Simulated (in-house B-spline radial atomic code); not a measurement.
Settings and results of a run for Si VIII (Si7+). All numbers are computed (scalar-relativistic (X2C) TPSSh, spin-polarised, spherical fractional occupations, exact exchange averaged over the configuration; Fermi nucleus of rms radius 3.1224 fm) with a radial B-spline atomic code at the basis-set limit, not measured.

Command:
```bash
python run_scf.py task.json out
```
Settings (nuclear radius in fm, mass in u):
```
Z                14
configuration    [He] 2s2 2p3
hamiltonian      x2c
method           tpssh
spin_polarised   True
nucleus          fermi
rms_radius       3.1224
atomic_mass      27.97693
speed_of_light   137.035999084
exact_exchange   averaged over the configuration
```

Output (hartree, bohr):
```
 radial grid: 63 intervals, B-splines of order 8, outer radius 5.1948 bohr

 iter        energy (Eh)    residual
    1        -263.464034    3.52e-02
    2        -263.465285    9.84e-04
    3        -263.465285    4.95e-04
    4        -263.465285    2.50e-04
    5        -263.465285    7.12e-06
    6        -263.465285    1.23e-06
    7        -263.465285    3.16e-08

 total energy                      -263.46529
 kinetic                             264.4765
 electron-nucleus                   -578.4913
 Hartree                              66.5022
 exact exchange                       -1.5714
 exchange-correlation                -14.3812

 orbital      occ     eigenvalue          <r>       <r^2>       <1/r>     <1/r^3>       r_max
 1s up      1.000       -74.3922     0.110853   0.0165463     13.7131           -     0.07245
 1s down    1.000       -74.1136     0.110393   0.0163919     13.7522           -     0.07236
 2s up      1.000       -11.8996     0.513516    0.310417     2.87049           -      0.4288
 2s down    1.000       -11.3193     0.523294    0.322688     2.79939           -      0.4352
 2p up      3.000       -10.4522     0.462035    0.261236     2.77121     62.7878      0.3549
```

Run time, properties included: 0.41 s on 1 thread of Arm Neoverse N1, with other jobs on the host.
